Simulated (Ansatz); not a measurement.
Z-matrix (Å, degrees):
```
C
S 1 1.879
Al 1 2.326 2 60.4
O 1 1.408 2 107.7 3 0.0
H 1 1.092 2 107.9 3 120.3
H 1 1.092 2 107.9 3 -120.3
S 3 2.162 1 167.7 2 -180.0
H 7 1.346 3 91.0 1 180.0
```

Charge 0, multiplicity 1.

Q: List the CAM-B3LYP/def2-TZVPP orbital energies in eV (Ansatz 0.2.0). (Best estimate.)

A: Computed: Occupied: -2420.20, -2419.48, -1527.42, -522.39, -281.19, -218.26, -217.53, -162.83, -162.74, -162.66, -162.11, -162.01, -161.93, -115.43, -76.11, -76.01, -75.99, -29.86, -22.48, -22.39, -19.15, -14.96, -14.28, -13.95, -13.25, -11.93, -10.16, -10.12, -9.68, -9.60, -8.60. Lowest empty: 0.09, 0.65, 0.99, 1.12, 2.23, 2.53, 3.69, 4.20.
